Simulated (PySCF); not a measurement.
ClH6NSi3. Atoms are numbered in the order given.

```xyz
11

Cl    -2.4065     0.3941     0.0000
Si    -0.6448    -0.7101     0.0000
Si     1.0471     0.0472    -1.4499
N      1.9804     0.3890     0.0000
Si     1.0471     0.0472     1.4499
H     -1.0000    -2.1587     0.0000
H      1.6989    -0.9529    -2.3555
H      0.7164     1.2517    -2.2749
H      2.9268     0.7594     0.0000
H      0.7164     1.2517     2.2749
H      1.6989    -0.9529     2.3555
```
Charge 0, spin multiplicity 1.

The structure is a stationary point at PBE0-D3(BJ)/def2-SVP. This is a generated structure with no PubChem entry under its InChIKey; it may be hypothetical.

All values below come from PBE/def2-TZVP (PySCF).

Symmetry labels are those of the subgroup Cs that the program uses (full group Cs).

### Question
List the valence orbital energies around the gap with their symmetry. (An estimate is asked for; the answer gives what the named calculation found.)

### Answer

```tsv
orbital	symmetry	energy (eV)
HOMO−7	A"	-9.09
HOMO−6	A'	-8.94
HOMO−5	A'	-8.54
HOMO−4	A"	-8.44
HOMO−3	A"	-8.22
HOMO−2	A'	-7.24
HOMO−1	A'	-6.35
HOMO	A"	-6.20
LUMO	A'	-1.81
LUMO+1	A'	-1.58
LUMO+2	A"	-0.64
LUMO+3	A'	-0.41
```
